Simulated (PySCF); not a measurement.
Species: C9H11N.
Numbering: `[cH:1]1[cH:2][cH:3][c:4]([CH:5]2[CH2:6][CH2:7][CH2:8]2)[n:9][cH:10]1`

Structure used (PBE0-D3(BJ)/def2-SVP), in Å, numbered top down from 1:
```
atom  x, y, z in Å
C1     3.0914   -0.0113   -0.3567
C2     2.6510    1.0506    0.4284
C3     1.2908    1.1648    0.6987
C4     0.4084    0.2116    0.1758
C5    -1.0662    0.2745    0.4327
C6    -1.7645   -0.9878    0.9931
C7    -2.9567   -0.7053    0.0621
C8    -2.0262    0.1874   -0.7777
N9     0.8389   -0.8053   -0.5773
C10    2.1373   -0.9105   -0.8329
H11    4.1482   -0.1442   -0.5968
H12    3.3591    1.7823    0.8260
H13    0.9068    1.9842    1.3106
H14   -1.2999    1.1546    1.0518
H15   -1.9401   -1.0319    2.0787
H16   -1.2099   -1.8836    0.6767
H17   -3.7403   -0.1191    0.5671
H18   -3.4314   -1.5631   -0.4370
H19   -1.5440   -0.3817   -1.5863
H20   -2.4218    1.1317   -1.1815
H21    2.4440   -1.7603   -1.4545
```

Probes without a nucleus sit at each ring's centroid and 1 Å off its mean plane on both sides; NICS is minus the shielding there, NICSzz its component along the normal. Level: GIAO PBE0/pcSseg-1 (PySCF, non-relativistic, gas phase) on the PBE0-D3(BJ)/def2-SVP geometry, one conformer.

Rings: 1. C1–C2–C3–C4–N9–C10; 2. C5–C6–C7–C8.

```
set  NICS(0)  NICS(1), two faces  NICS(1)zz, two faces
  P     -1.7         -0.9 / -0.7             2.5 / 3.2
  Q     -7.1       -11.1 / -11.1         -27.1 / -27.1
```

Question: Which set (ppm) belongs to which ring?

Answer: P = 2, Q = 1.
- 1 (6-membered ring with N; formal bonds all aromatic): mean NICS(1)zz -27.1 ppm, shielded. The ring is flat and has no four-coordinate atom; by the NICS criterion it is aromatic.
- 2 (4-membered carbocycle; formal bonds all single): mean NICS(1)zz 2.9 ppm, near zero. C5, C6, C7, C8 have four or more neighbours; no verdict on aromaticity is drawn.

Question: How do the rings differ in shape?

Answer: 
```tsv
ring	bond lengths (Å)	rms pucker (Å)	HOMA	nearest outside atom to a NICS(1) probe (Å)
1	1.392, 1.392, 1.400, 1.337, 1.327, 1.395	0.00	0.99	hydrogen 2.63
2	1.548, 1.539, 1.539, 1.547	0.13	–	hydrogen 1.38
```

HOMA = 1 − mean of α(R − Ropt)² over the ring bonds, with Krygowski's 1993 parameters (CC: Ropt 1.388 Å, α 257.7 Å⁻²; CN: Ropt 1.334 Å, α 93.52 Å⁻²). A dash marks a ring with a four-coordinate atom, a triple bond, no multiple bond or a kind of bond without parameters.

Time: 37 s of wall time. Hardware: Arm Neoverse V2, one thread, shared host. This is the whole shielding run at PBE0/pcSseg-1, SCF included.
